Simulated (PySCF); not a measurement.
F4H2SSi2, SMILES F[SiH2]S[Si](F)(F)F. Geometry optimised at PBE-D3(BJ)/def2-SVP. This is a generated structure with no PubChem entry under its InChIKey; it may be hypothetical. One conformer was computed; it need not be the lowest.

Give the equilibrium geometry at PBE-D3(BJ)/def2-SVP (PySCF confirms it by a frequency run) as a Z-matrix. (An estimate is asked for; the answer gives what the named calculation found.)

One answer among several that fit: 
```
S
Si 1 2.1139
F 2 1.6127 1 111.62
F 2 1.6141 3 106.98 1 122.40
F 2 1.6205 3 108.10 4 115.68
Si 1 2.1689 2 98.89 3 -121.30
F 6 1.6322 1 110.56 2 69.60
H 6 1.4917 7 108.58 1 122.94
H 6 1.4940 8 113.78 7 -121.73
```
Charge 0, spin multiplicity 1.
